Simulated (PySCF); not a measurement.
# Correlation energy of O (oxygen, neutral)

[He] 2s2 2p4, high-spin 3P determinant. All numbers are calculated (PySCF 2.14, scalar relativity by spin-free X2C-1e, in jorge-DZP-DKH). Frozen: 1s2; 6 electrons correlated.

MP2 pair energies summed by pair of shells (mhartree):

| pair | energy | share (%) |
| --- | --- | --- |
| 2p-2p | -45.55 | 46.4 |
| 2s-2p | -44.38 | 45.2 |
| 2s-2s | -8.23 | 8.4 |

Total MP2 correlation energy: -98.16 mhartree.

Same-spin part -24.42 and opposite-spin part -73.73 mhartree; SCS-MP2 scales them by 1/3 and 6/5 to -96.62 mhartree.

```
  level  correlation energy (mhartree)
   CCSD                        -112.88
    (T)                          -1.14
CCSD(T)                        -114.02
```

Diagnostics: T1 = 0.0055, D1 = 0.0095, largest double amplitude 0.057.

Cost of the coupled-cluster step: 0.14 s of wall time on 1 thread of Neoverse-N1 (shared host), for 6 correlated electrons.

Iterations:

```
CC2 = 0
CCSD nocc = (np.int64(4), np.int64(2)), nmo = (14, 14)
frozen orbitals [[0], [0]]
max_cycle = 100
direct = 0
conv_tol = 1e-08
conv_tol_normt = 1e-06
diis_space = 8
diis_start_cycle = 0
Init t2, MP2 energy = -0.0981556546101117
Init E_corr(UCCSD) = -0.0981556546106401
cycle = 1  E_corr(UCCSD) = -0.109776207309364  dE = -0.0116205527  norm(t1,t2) = 0.0259923
cycle = 2  E_corr(UCCSD) = -0.111962397804327  dE = -0.00218619049  norm(t1,t2) = 0.00814742
cycle = 3  E_corr(UCCSD) = -0.112900912641695  dE = -0.000938514837  norm(t1,t2) = 0.00370661
cycle = 4  E_corr(UCCSD) = -0.112868844667853  dE = 3.20679738e-05  norm(t1,t2) = 0.00115884
cycle = 5  E_corr(UCCSD) = -0.112885039944765  dE = -1.61952769e-05  norm(t1,t2) = 0.000217681
cycle = 6  E_corr(UCCSD) = -0.112884702435203  dE = 3.37509562e-07  norm(t1,t2) = 3.43312e-05
cycle = 7  E_corr(UCCSD) = -0.112884956378741  dE = -2.53943538e-07  norm(t1,t2) = 6.86013e-06
cycle = 8  E_corr(UCCSD) = -0.112884908898102  dE = 4.7480639e-08  norm(t1,t2) = 1.6549e-06
cycle = 9  E_corr(UCCSD) = -0.112884907261972  dE = 1.63612972e-09  norm(t1,t2) = 3.74592e-07
UCCSD converged
E(UCCSD) = -74.97005048751249  E_corr = -0.1128849072619722
UCCSD(T) correction = -0.00114241798728757
```
